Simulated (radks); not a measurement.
Problem. Isoelectronic series with 17 electrons, all held in the configuration [Ne] 3s2 3p5, which need not be the ground one along the series. Method: scalar-relativistic Kohn-Sham, r2SCAN, spin-polarised, spherical densities, finite nucleus; open shells are filled with parallel spins first (spin-orbit coupling, left out, can overturn this in heavy ions); meta-GGA in the generalised Kohn-Sham scheme; Fermi nuclear charge, rms radius of each element as measured or else 0.836 A^(1/3) + 0.57 fm; computed with a radial shooting solver on a logarithmic mesh with Libxc functionals. Total energies (hartree) and orbital eigenvalues (eV):

ion,E (hartree),3p down,3p up,3s down,3s up
Tc26+,-3833.21239,-1395.887,-1402.421,-1497.444,-1503.826
Rh28+,-4237.36499,-1590.625,-1597.567,-1702.617,-1709.391
Ag30+,-4663.27610,-1798.164,-1805.516,-1921.514,-1928.681
In32+,-5111.22596,-2018.582,-2026.344,-2154.327,-2161.890
Sb34+,-5581.51728,-2251.962,-2260.135,-2401.264,-2409.226
I36+,-6074.47168,-2498.393,-2506.979,-2662.549,-2670.912
Cs38+,-6590.4354,-2757.971,-2766.970,-2938.425,-2947.193
La40+,-7129.7754,-3030.793,-3040.208,-3229.152,-3238.328
Pr42+,-7692.8863,-3316.966,-3326.797,-3535.011,-3544.598
Pm44+,-8280.1787,-3616.600,-3626.849,-3856.302,-3866.303
Eu46+,-8892.0835,-3929.812,-3940.479,-4193.341,-4203.761
Tb48+,-9529.1542,-4256.720,-4267.808,-4546.506,-4557.349
Ho50+,-10191.7857,-4597.455,-4608.965,-4916.129,-4927.398
Lu54+,-11596.1577,-5320.940,-5333.300,-5706.472,-5718.606
Ta56+,-12339.1594,-5703.973,-5716.761,-6128.118,-6140.691
Re58+,-13110.1959,-6101.400,-6114.618,-6568.054,-6581.071
Ir60+,-13909.9972,-6513.380,-6527.029,-7026.832,-7040.296

Estimate the row of Tm52+.

Solution. E (hartree) -10880.6281; 3p down -4952.148; 3p up -4964.083; 3s down -5302.653; 3s up -5314.353.
